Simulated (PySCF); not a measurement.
A calculated (PBE, PySCF 2.14, aug-cc-pVTZ-DK, the spin-free X2C one-electron Hamiltonian (Gaussian nucleus)) atom or ion has these occupied shells.

```tsv
shell	electrons	orbital energy (eV)	rms radius, mean of both spins (bohr)
1s β	1	-24149.9	0.0365
1s α	1	-24149.9	0.0365
2s α	1	-3549.4	0.150
2s β	1	-3549.1	0.150
2p α	3	-3186.6	0.133
2p β	3	-3186.4	0.133
3s α	1	-661.00	0.405
3s β	1	-660.82	0.405
3p α	3	-541.53	0.408
3p β	3	-541.33	0.408
3d α	5	-351.20	0.391
3d β	5	-350.88	0.391
4s α	1	-111.04	1.00
4s β	1	-109.46	1.00
4p α	3	-76.773	1.11
4p β	3	-75.125	1.11
4d α	5	-27.996	1.50
4d β	3	-26.762	1.50
```

**Question.** Name the element and its charge.

**Answer.** Pd²⁺ (palladium, charge +2), in [Kr] 4d8, high-spin 3F determinant.
